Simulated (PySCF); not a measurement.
A structure optimised at PBE-D3(BJ)/def2-SVP, used in a PySCF frequency run:

```xyz
9

Ge     0.7427    -0.0994     0.0000
Cl    -0.9678    -1.4651     0.0000
C      0.0311     1.7120     0.0000
C     -1.2855     1.9837     0.0000
H      1.5726    -0.4101    -1.2730
H      1.5726    -0.4101     1.2730
H      0.7675     2.5369     0.0000
H     -1.6642     3.0202     0.0000
H     -2.0362     1.1748     0.0000
```

Task: Write its SMILES, formula and point group.

Result: C=[CH][GeH2][Cl], C2H5ClGe, Cs

Task: What are its rotational constants (standard atomic weights)?

Result: 4.6888, 2.8018, 1.7945 GHz
